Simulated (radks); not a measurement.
These are the eigenvalues of the occupied orbitals of an atom or ion with whole-number occupations (Ry). Calculated with a radial shooting solver on a logarithmic mesh with Libxc functionals: Dirac Kohn-Sham, PBE, spin-unpolarised, spherical densities, finite nucleus; Fermi nuclear charge, rms radius of each element as measured or else 0.836 A^(1/3) + 0.57 fm.

orbital  eigenvalue
1s1/2     -5100.848
2s1/2     -881.5815
2p1/2     -843.3049
2p3/2     -743.8847
3s1/2     -204.6406
3p1/2     -187.5516
3p3/2     -166.0534
3d3/2     -137.2156
3d5/2     -132.5401
4s1/2     -43.88279
4p1/2     -36.78775
4p3/2     -31.80616
4d3/2     -20.13886
4d5/2     -19.22089
5s1/2      -7.88905
5p1/2      -5.77954
5p3/2      -5.04720
4f5/2      -4.62774
4f7/2      -4.46309
5d3/2      -2.31010

Which element is it, and in what charge state? The configuration may be excited. Open shells, if any, fill j = l - 1/2 first.

Answer. Z = 74, tungsten, charge +3: W3+ in [Xe] 4f14 5d3. The list shows which subshells hold electrons but not how many an open one holds; the 1s level, -2550.4 hartree, gives Z - s = 71.4 by -(Z - s)^2/2, which with screening and relativity narrows Z to a few neighbours, and the depths of the outer levels then fix element, charge and occupations together.
